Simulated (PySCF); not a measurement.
Spectra and structures to be paired. Method used: PySCF 2.14.0, density-fitted response routines, TDDFT wB97X-D/def2-SVPD, vertical, gas phase, core orbitals frozen in the response. Geometries: PBE0-D3(BJ)/def2-SVP; one conformer of each isolated species. Triplets are in the Tamm–Dancoff approximation. Atoms past krypton carry core potentials; spin–orbit coupling is left out.

A. `C#CC1CC1`
B. `[In]([Cl])([Cl])[F]`
C. `CC[SiH2]O[SiH2]C`

Lowest singlet levels (six at most, fewer where fewer were computed) with oscillator strengths:

1. 238 nm (f 0.018); 236 nm (f 0.000); 230 nm (f 0.037); 223 nm (f 0.021); 198 nm (f 0.108); 187 nm (f 0.025); T1 4.81 eV
2. 167 nm (f 0.001); 163 nm (f 0.002); 156 nm (f 0.013); 151 nm (f 0.001); 149 nm (f 0.034); 147 nm (f 0.094); T1 7.20 eV
3. 199 nm (f 0.000); 187 nm (f 0.016); 183 nm (f 0.001); 168 nm (f 0.051); 159 nm (f 0.064); 152 nm (f 0.007); T1 5.31 eV

Question: Which spectrum belongs to which structure?

Answer: 1 = B, 2 = C, 3 = A.
- A: S1 at 6.23 eV, HOMO→LUMO (42%), HOMO→LUMO+2 (26%), HOMO→LUMO+5 (20%); Löwdin shares by element: HOMO carbon 84% or more (atoms not listed hold the other 16%); LUMO carbon 53% or more (atoms not listed hold the other 47%); HOMO -9.06 and LUMO 2.36 eV; point group Cs, 1 of its 6 listed states under f = 0.0005.
- B: S1 at 5.21 eV, HOMO→LUMO (96%); Löwdin shares by element: HOMO chlorine 96%; LUMO indium 44%, chlorine 43%, fluorine 13%; HOMO -11.63 and LUMO -1.76 eV; point group C2v, 1 of its 6 listed states under f = 0.0005.
- C: S1 at 7.44 eV, HOMO→LUMO (66%), HOMO→LUMO+1 (20%); Löwdin shares by element: HOMO carbon 23% or more, silicon 22%, oxygen 22% (atoms not listed hold the other 33%); LUMO silicon 45%, carbon 8% or more, oxygen 7% (atoms not listed hold the other 39%); HOMO -9.86 and LUMO 2.03 eV.
